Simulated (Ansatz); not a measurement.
BF, triplet, geometry from GFN2-xTB (the spin is typed, not shown lowest); BLYP/6-31G (Ansatz, a program for electronic structure).

Input for Ansatz:
Ansatz 0.2 input:
```yaml
crystal:
  periodic: [false, false, false]
  atoms:
    - {symbol: B, position_ang: [-0.00000000, -0.00000000, -0.86212211]}
    - {symbol: F, position_ang: [0.00000000, 0.00000000, 0.47895673]}
basis:
  gaussian:
    orbitals: 6-31G
    occupation: {up: {"A1": 5, "B1": 1, "B2": 2}, down: {"A1": 4, "B1": 1, "B2": 1}}
hamiltonian:
  xc: blyp
magnetization: {spin_polarized: true, initial_magnetization: 2}
```

Output, abridged:

```
Functional definition: BLYP
201 factors; integrals over basis functions are off by at most 1.4e-4 eV
mean field evaluation 1: about -3386.6077 eV, gradient 1.6e1 eV
mean field evaluation 2: about -3387.4306 eV, gradient 4.9e-1 eV
mean field evaluation 4: about -3387.4297 eV, gradient 4.8e-2 eV
mean field evaluation 8: about -3387.4297 eV, gradient 5.6e-6 eV
mean field -3387.42973085 eV, -124.4857465265 hartree, gradient 5.6e-6 eV, S^2 2.002428; 0 other end points of the search recorded, 0 dependent functions left out
reference -3387.42991452 eV, -124.4857532763 hartree; 8, 6 occupied and 10, 12 virtual orbitals, 201 factors
Total energy: -3387.42991452 eV, -124.4857532763 hartree
```
